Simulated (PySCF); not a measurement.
**Working out the ionisation energy of In**

In [Kr] 4d10 5s2 5p1 (2P) → In⁺ [Kr] 4d10 5s2 (1S). Computed with PySCF 2.14 in x2c-TZVPPall with one added diffuse shell each of s, p, d, f type (9s7p5d3f, 76 functions), with the spin-free X2C one-electron Hamiltonian (Gaussian nucleus). Frozen: [Kr] 4d10. Energies in hartree (1 hartree = 27.21139 eV):

```json
{"part": "UHF", "In (lower)": "-5878.241114", "In⁺ (upper)": "-5878.049648"}
{"part": "CCSD correlation", "In (lower)": "-0.040885", "In⁺ (upper)": "-0.032408"}
{"part": "(T)", "In (lower)": "-0.000740", "In⁺ (upper)": "0.000000"}
```

Task: What does Hartree-Fock give?

Result: (-5878.049648) − (-5878.241114) = 0.191466 hartree = 5.210 eV.

Task: What do CCSD and CCSD(T) give?

Result: The CCSD correlation energies differ by 0.008477 hartree = 0.231 eV and the triples by 0.000740 hartree = 0.020 eV, so CCSD gives 5.441 eV and CCSD(T) 5.461 eV.

Measured between the centres of the two terms (NIST): 5.603 eV, so CCSD(T) (valence) is off by -0.142 eV.

What remains against the reference includes basis incompleteness, the frozen core and higher excitations.
